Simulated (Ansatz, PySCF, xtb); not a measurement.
Reaction (SMILES): NC1CCC1 + 5 C (CH4) → 4 CC (C2H6) [ethane] + CN (CH5N) [methanamine]
Each molecule is optimised on its own at B3LYP-D3(BJ)/def2-TZVP (Ansatz, a program for electronic structure), one conformer each, not searched for the lowest.

Wanted: bond separation energy (enthalpy at 298 K, with B3LYP-D3(BJ) rigid-rotor harmonic-oscillator terms from PySCF), in kcal/mol. Valence correlation only, unless marked. Spin-orbit coupling is left out. No relativistic terms. CBS marks a two-point X^-3 extrapolation of the correlation energy; Hartree-Fock from the larger set. The bracket is a focal-point correction in the basis named.

From measured enthalpies of formation at 298 K: -5.9 kcal/mol (NC1CCC1 9.8, CRC Handbook; C (CH4) -17.8, ATcT 1.112; CC (C2H6) -20.0, ATcT 1.112; CN (CH5N) -5.0, ATcT 1.112). It holds spin-orbit effects, and any other conformers, which the calculations lack, and core correlation, which the frozen-core levels lack. This is an older compilation, not checked against later work.

| level | program | bond separation energy (kcal/mol) | error against measurement |
|---|---|---|---|
| GFN2-xTB | xtb | -2.5 | 3.4 |
| r2SCAN/def2-TZVPD | Ansatz | -8.5 | -2.6 |
| B3LYP-D4/def2-TZVPD | Ansatz + dftd4 | -9.1 | -3.2 |
| r2SCANh-D4/def2-TZVPD | Ansatz + dftd4 | -8.7 | -2.8 |
| CAM-B3LYP-D4/def2-TZVPD | Ansatz + dftd4 | -9.6 | -3.7 |
| wB97X/def2-TZVPD | Ansatz | -9.9 | -4.0 |
| MP2/aug-cc-pVDZ | Ansatz | -7.1 | -1.2 |
| SCS-MP2/cc-pVDZ | Ansatz | -8.9 | -3.0 |
| CCSD/6-31G | Ansatz | -8.6 | -2.7 |
| RI-MP2/CBS(cc-pVTZ,cc-pVQZ)+[CCSD(T)-MP2]/cc-pVTZ | Ansatz | -7.6 | -1.7 |
